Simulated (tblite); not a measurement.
Species: C5H12OSi2.
Atom-mapped SMILES: `[CH3:1][C:2]#[C:3][Si@H:4]([CH3:5])[O:6][SiH2:7][CH3:8]` (hydrogens: H9, H10, H11 on C1; H12 on Si4; H13, H14, H15 on C5; H16, H17 on Si7; H18, H19, H20 on C8)

The geometry is computed with GFN2-xTB (gas phase).

(1) Give the optimised bond lengths and angles.

Results:

(1) 
```json
{"bond": "C1–C2", "length (Å)": "1.446"}
{"bond": "C2≡C3", "length (Å)": "1.205"}
{"bond": "C3–Si4", "length (Å)": "1.851"}
{"bond": "Si4–C5", "length (Å)": "1.898"}
{"bond": "Si4–O6", "length (Å)": "1.630"}
{"bond": "O6–Si7", "length (Å)": "1.620"}
{"bond": "Si7–C8", "length (Å)": "1.895"}
{"bond": "C1–H9, C1–H10, C1–H11", "length (Å)": "1.090"}
{"bond": "Si4–H12", "length (Å)": "1.465"}
{"bond": "C5–H13, C5–H14, C5–H15", "length (Å)": "1.086"}
{"bond": "Si7–H16", "length (Å)": "1.467"}
{"bond": "Si7–H17", "length (Å)": "1.464"}
{"bond": "C8–H18, C8–H19, C8–H20", "length (Å)": "1.087"}
```

Bonds in one row agree within 0.01 Å and their mean is given. A selection of angles:
```json
{"angle": "C2–C1–H9", "degrees": "109.9"}
{"angle": "H9–C1–H10", "degrees": "108.9"}
{"angle": "C1–C2–C3", "degrees": "179.8"}
{"angle": "C2–C3–Si4", "degrees": "178.4"}
{"angle": "C3–Si4–C5", "degrees": "108.8"}
{"angle": "C3–Si4–O6", "degrees": "109.5"}
{"angle": "C3–Si4–H12", "degrees": "111.4"}
{"angle": "C5–Si4–O6", "degrees": "109.3"}
{"angle": "C5–Si4–H12", "degrees": "113.8"}
{"angle": "O6–Si4–H12", "degrees": "103.8"}
{"angle": "Si4–C5–H13", "degrees": "111.4"}
{"angle": "H13–C5–H14", "degrees": "107.7"}
{"angle": "Si4–O6–Si7", "degrees": "156.1"}
{"angle": "O6–Si7–C8", "degrees": "109.9"}
{"angle": "O6–Si7–H16", "degrees": "107.1"}
{"angle": "O6–Si7–H17", "degrees": "104.0"}
{"angle": "C8–Si7–H16", "degrees": "110.9"}
{"angle": "C8–Si7–H17", "degrees": "112.2"}
{"angle": "H16–Si7–H17", "degrees": "112.3"}
{"angle": "Si7–C8–H18", "degrees": "110.9"}
{"angle": "H18–C8–H19", "degrees": "107.8"}
```

Dihedral angles: C3–Si4–O6–Si7 31° (synclinal); Si4–O6–Si7–C8 -30°.

The C–C distances run from 1.205 Å (C2≡C3, drawn triple) to 1.446 Å (C1–C2, drawn single), a spread of 0.241 Å. The 3 C–Si bonds span 1.851 Å (C3–Si4, drawn single) to 1.898 Å (Si4–C5, drawn single), a spread of 0.047 Å. Si4 (oxygen-bound silicon) is distorted tetrahedral (angles from 103.8° to 113.8°). Si7 (oxygen-bound silicon) is distorted tetrahedral (angles from 104.0° to 112.3°).

Point group: C1 (no symmetry element, even within 0.4 Å). Its lowest GFN2-xTB frequency is 13 cm⁻¹, too small to tell a flat minimum from a shallow saddle. One conformer, not necessarily the lowest. 3 starts were optimised and ended at 0.00, 0.03 and 0.42 kcal/mol (GFN2-xTB); the lowest of these is shown.
